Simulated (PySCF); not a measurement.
Molecule: SMILES c1ccc(NC)nc1, C₆H₈N₂.

Cartesian coordinates in Å; atom numbers follow the order of the lines, from 1:
```xyz
16

C     2.749    0.322   -0.103
N     1.645   -0.362   -0.701
C     0.350   -0.243   -0.297
C    -0.049    0.679    0.697
C    -1.394    0.740    1.030
C    -2.308   -0.099    0.392
C    -1.805   -0.976   -0.568
N    -0.525   -1.054   -0.907
H     2.893    0.062    0.964
H     3.670    0.059   -0.639
H     2.635    1.418   -0.166
H     1.807   -1.120   -1.349
H     0.678    1.325    1.190
H    -1.729    1.445    1.795
H    -3.372   -0.079    0.630
H    -2.482   -1.660   -1.094
```

Geometry PBE0-D3(BJ)/def2-SVP throughout; GIAO in PySCF 2.14.0 with density-fitted response routines, gas phase, one conformer, non-relativistic; equivalent atoms averaged; basis pcSseg-1.

(1) How do the absolute shieldings σ depend on the functional? (a selection of nuclei; ppm; last column core-seconds on shared hosts with different chips, so compare them loosely)

(2) Which nucleus among those listed moves most, in ppm?

Answers

(1) 
```csv
functional,kind,C3,C7,C5,C6,C4,C1,N8,H14,H13,core-s
KT2,GGA,33.3,40.2,52.7,75.4,87.9,153.9,-20.2,24.06,25.40,29
KT3,GGA,34.5,40.9,53.2,75.6,87.5,152.7,-19.6,24.21,25.56,29
B97-D,GGA,25.7,31.7,44.2,67.9,80.2,149.4,-32.1,24.22,25.58,30
B3LYP,global hybrid,16.7,23.7,35.9,62.3,75.1,149.9,-47.4,24.03,25.46,21
PBE0,global hybrid,23.2,29.3,41.3,68.0,80.6,155.6,-39.6,23.77,25.23,29
mPW1PW91,global hybrid,22.1,28.3,40.3,67.2,79.7,154.6,-40.9,23.84,25.29,19
WP04,global hybrid,9.4,17.7,30.0,55.7,67.2,141.3,-53.1,24.45,25.78,19
BHandHLYP,global hybrid,17.2,24.9,36.1,66.7,79.0,155.5,-45.9,23.87,25.41,18
wB97X-D,range-separated hybrid,20.6,27.5,39.1,67.6,80.4,155.4,-39.4,23.83,25.32,33
LC-wPBE,range-separated hybrid,19.9,26.3,37.3,68.5,81.0,160.3,-35.6,23.59,25.16,36
```

(2) N8 (pyridine-type ring nitrogen): from -53.1 ppm with WP04 to -19.6 ppm with KT3. The smallest spread is 0.62 ppm, at H13. Proton shifts span only some 12 ppm, so a few tenths of a ppm matter as much there as several ppm in carbon.
